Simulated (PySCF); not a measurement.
## Sulfur: a sound run and one with changed settings

Sound run: S²⁺ [Ne] 3s2 3p2, S³⁺ [Ne] 3s2 3p1. All numbers are calculated (PySCF 2.14, no relativity, point nucleus, in def2-SVP (4s3p1d, 18 functions)). In the sound run the correlated levels freeze [Ne]. The sound run starts from symmetry-adapted Hartree-Fock orbitals and uses a fine grid where one is needed.

Changed run: the spin-free X2C one-electron Hamiltonian (Gaussian nucleus). This setting is unsound on purpose.

```csv
species,method,sound run (hartree),changed run (hartree),converged
S²⁺,UHF,-396.19036,-397.15529,yes
S²⁺,BP86,-396.76552,-397.72979,yes
S²⁺,PBE,-396.56261,-397.52684,yes
S²⁺,MP2,-396.24436,-397.20928,yes
S²⁺,CCSD(T),-396.26683,-397.23166,yes
S³⁺,UHF,-394.93820,-395.90227,yes
S³⁺,BP86,-395.48589,-396.44935,yes
S³⁺,PBE,-395.28430,-396.24768,yes
S³⁺,MP2,-394.98079,-395.94483,yes
S³⁺,CCSD(T),-395.00222,-395.96614,yes
```

Ionisation energy of S²⁺:

| method | sound run (eV) | changed run (eV) |
| --- | --- | --- |
| UHF | 34.073 | 34.097 |
| BP86 | 34.821 | 34.843 |
| PBE | 34.785 | 34.808 |
| MP2 | 34.383 | 34.407 |
| SCS-MP2 | 34.300 | 34.324 |
| CCSD | 34.404 | 34.429 |
| CCSD(T) | 34.412 | 34.436 |

Most of the change in total energy is the relativistic energy itself. On top of that the contraction fixes the core shape for the Hamiltonian it was made with, so the changed run is not a good calculation with the other Hamiltonian either.

For comparison, NIST gives 34.86 ± 0.04 eV between the lowest levels.
